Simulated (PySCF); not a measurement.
Computed shifts of a molecule C3H3F3, KT2/pcSseg-1 (PySCF), GIAO, gas phase, equivalent atoms averaged, in ppm (number of nuclei): ¹⁹F: -176.4 (1), -195.4 (1), -273.4 (1). ¹³C: 113.2 (1), 74.6 (1), 22.3 (1). ¹H: 4.79 (1), 1.72 (2). References: ¹⁹F against CFCl3 (σ = 127.1 ppm); ¹³C against TMS (σ = 185.1 ppm); ¹H against TMS (σ = 31.47 ppm), references at their B3LYP-D3(BJ)/def2-TZVP geometries, non-relativistic. Geometry: PBE0-D3(BJ)/def2-SVP. Other conformers were not sampled.

**Question.** Pick the molecule that these values belong to.
(A) F/C=C\C(F)F
(B) C=CC(F)(F)F
(C) C=C(F)C(F)F
(D) F[C@H]1CC1(F)F

**Answer.** D, F[C@H]1CC1(F)F
